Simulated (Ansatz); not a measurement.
Calculated with Ansatz (gas phase, PBE0-D4/def2-TZVP geometries, no zero-point term in ΔE). CCSD(T)/CBS adds triple-zeta CCSD(T) − MP2 to the extrapolated MP2 energy (def2 sets, frozen cores). Functionals use def2-TZVPP. For Ge outer-core shells are correlated without core-valence functions, which leaves a few kJ/mol of doubt a bond. Scalar relativity is left out up to krypton. One conformer a species, not always the lowest.

Reaction (cleavage of the Ge–Ge bond): `[F][GeH]([F])[GeH3]` + `O[SiH2]F` → `F[SiH2][O][GeH3]` + `[F][GeH2][F]`

CCSD(T)/CBS gives -0.07 eV.

Question: Another level gave -0.14 eV. Which?
A. HF/def2-TZVPP
B. BHLYP/def2-TZVPP
C. LC-ωPBE/def2-TZVPP
D. revPBE-D4/def2-TZVPP

Answer: B. BHLYP -0.14, LC-ωPBE -0.06, HF/def2-TZVPP -0.34, revPBE-D4 0.07 eV.

Largest T1 diagnostic among the species: 0.012.

At CCSD(T), def2-SVP lies −0.17 eV from the extrapolated value and def2-TZVPP −0.06 eV. From BLYP to BHLYP (50 % exact exchange), in def2-TZVPP and without D4, ΔE moves by −0.16 eV. In def2-TZVPP, CCSD(T) changes the Hartree–Fock value by +0.21 eV (the triples alone add +0.02 eV) and MP2 by +0.19 eV.
